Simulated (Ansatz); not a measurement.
`C[S][InH2]` → `[CH3][InH][SH]`  (isomerisation)

Gas-phase electronic energies from Ansatz, PBE0-D4/def2-TZVP geometries. CBS: MP2 limit from def2 TZ/QZ plus the TZ coupled-cluster correction, frozen cores. DFT in def2-TZVPP. Elements past krypton have def2 core potentials. For In outer-core shells are correlated without core-valence functions, which leaves a few kJ/mol of doubt a bond. One conformer a species, not always the lowest.

`C[S][InH2]`:

Cartesian coordinates in Å:
```
C -0.868 -1.120 -0.311
S -1.152 0.619 0.144
In 1.045 1.481 0.410
H -1.338 -1.761 0.435
H 0.193 -1.360 -0.366
H -1.325 -1.310 -1.282
H 2.279 0.322 0.122
H 1.166 3.130 0.848
```

`[CH3][InH][SH]`:

```xyz
8

C     0.813    0.213    0.964
In   -1.038   -0.176   -0.045
S    -0.943   -0.339   -2.436
H     1.158   -0.700    1.453
H     1.571    0.540    0.254
H     0.677    0.979    1.728
H    -2.617   -0.406    0.585
H     0.379   -0.111   -2.503
```

| level | ΔE (eV) |
| --- | --- |
| PBE | -0.46 |
| HF/def2-QZVPP | -0.47 |

(1) What does CCSD(T)/CBS give? (Estimate.)

Largest T1 diagnostic among the species: 0.014.

Answers

(1) The calculation gave: -0.53 eV. The listed levels differ from it by 0.07, 0.06 eV.

In def2-TZVPP, CCSD(T) changes the Hartree–Fock value by −0.07 eV (the triples alone add +0.00 eV) and MP2 by −0.11 eV. At CCSD(T), def2-SVP lies +0.05 eV from the extrapolated value and def2-TZVPP −0.01 eV. Leaving LDA and LC-ωPBE aside and taking each functional with its dispersion term where it has one, the values, not all of them listed here, spread over 0.12 eV, from B2PLYP to B97M-V. LDA lies +0.04 eV from PBE without D4.
